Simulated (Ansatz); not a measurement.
chlorobenzene (C6H5Cl), SMILES Clc1ccccc1.

Coordinates come from a PBE0-D3(BJ)/def2-SVP optimisation.

Two levels are set side by side: PBE/def2-SVPD (Ansatz, a program for electronic structure) and PBE0/def2-SVPD (Ansatz). Energy differences of separate SCF runs at the same geometry; the states with an electron removed or added have multiplicity 2 and 2. Differences are taken from unrounded values.

| quantity | PBE0 | PBE | PBE minus PBE0 |
|---|---|---|---|
| vertical ionisation energy (eV) | 9.08 | 8.94 | -0.14 |
| vertical singlet–triplet gap (eV) | 4.13 | 4.14 | 0.01 |

On these quantities the two levels nearly agree.
